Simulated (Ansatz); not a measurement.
Match the barriers

Saddle point of GeH6SeS, singlet (GeH₄S ([SH][GeH3]) + H₂Se → GeH₄Se ([GeH3][SeH]) + H₂S; bonds formed: Ge1–Se7, S2–H6; bonds broken: Ge1–S2, H6–Se7), PBE0-D4/def2-TZVP structure:

```xyz
9
angstrom
Ge -0.8974 -0.0826 -0.6590
S 1.0965 1.4775 -0.2820
H -1.0478 -1.6143 -0.7185
H -2.0925 0.7084 -0.1221
H -0.7059 0.3059 -2.1528
H 0.9028 0.7917 1.0517
Se -0.1029 -0.5520 1.9783
H 1.9714 0.5396 -0.6809
H 0.8756 -1.5741 1.5853
```

Program: Ansatz 0.2.0. Basis: def2-TZVPP, with def2-QZVPP for the basis limit. Cores are frozen in the correlated methods. Filled d shells of the heavier atoms are correlated. The def2 sets are not built for correlating such inner shells, so the correlated values are less sure here. B3LYP uses VWN-RPA correlation. Extrapolation: Hartree–Fock as exp(−7.88 √X), correlation as X^−2.97. Four methods, as single points on the PBE0-D4 structures, gave these electronic barriers from the start structure: 30.18, 34.93, 40.47, 55.67 kcal/mol.

The methods were, in alphabetical order, B3LYP-D4, BLYP-D4, CCSD(T), HF. Which gave which? (A judgement: the text doesn't fix the answer.)

Computed: BLYP-D4 30.18; B3LYP-D4 34.93; CCSD(T) 40.47; HF 55.67 kcal/mol. For comparison, CCSD(T) at an estimated basis limit (MP2 extrapolated from triple and quadruple zeta, plus CCSD(T) − MP2 in triple zeta) gives 39.56 kcal/mol.

No T1 diagnostic of these runs exceeds 0.013.

Labels in which every atom is bracketed show which atoms are joined, not bond orders.

For scale, one of the runs: CCSD(T)/def2-TZVPP, 222 basis functions, launched by `ansatz run in.yaml --threads 8 --pin off --events-out ev --progress --plain --max-ram 19148MiB`. Time: 64 s of wall clock on 8 CPU threads of a Oxide Virtual Turin-like; the host was shared. Peak host memory: 3.4 GiB.
